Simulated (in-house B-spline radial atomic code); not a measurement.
N is squeezed into an impenetrable sphere of radius R (the orbitals vanish at R). No spin polarisation. Computed with a B-spline radial code for spherical atoms: scalar-relativistic (X2C) PBE, spherical fractional occupations, Fermi nucleus of rms radius 2.5582 fm.

Energies in eV above the free atom in [He] 2s2 2p3:

| R (bohr) | highest level (eV) | [He] 2s2 2p3 | [He] 2s1 2p4 |
| --- | --- | --- | --- |
| 7.16 | -7.04 | 0.01372 | 11.52 |
| 6.91 | -7.02 | 0.01978 | 11.53 |
| 5.33 | -6.66 | 0.2045 | 11.75 |
| 4.47 | -5.91 | 0.7685 | 12.41 |
| 3.79 | -4.41 | 2.314 | 14.17 |
| 3.06 | -0.348 | 8.194 | 20.61 |
| 2.68 | 4.09 | 16.5 | 29.38 |
| 2.3 | 11.9 | 34.43 | 47.79 |
| 1.99 | 23 | 64.87 | 78.22 |
| 1.24 | 108 | 373.5 | 369.7 |

Does [He] 2s1 2p4 fall below [He] 2s2 2p3 under compression?

Yes, between R = 1.99 and 1.24 bohr the order changes (near 1.4 bohr by linear interpolation).

The highest level is first positive in the row R = 2.68 bohr, pushed up by confinement above the zero of the free ion's potential. Each configuration is held fixed and needn't be the lowest in the sphere.
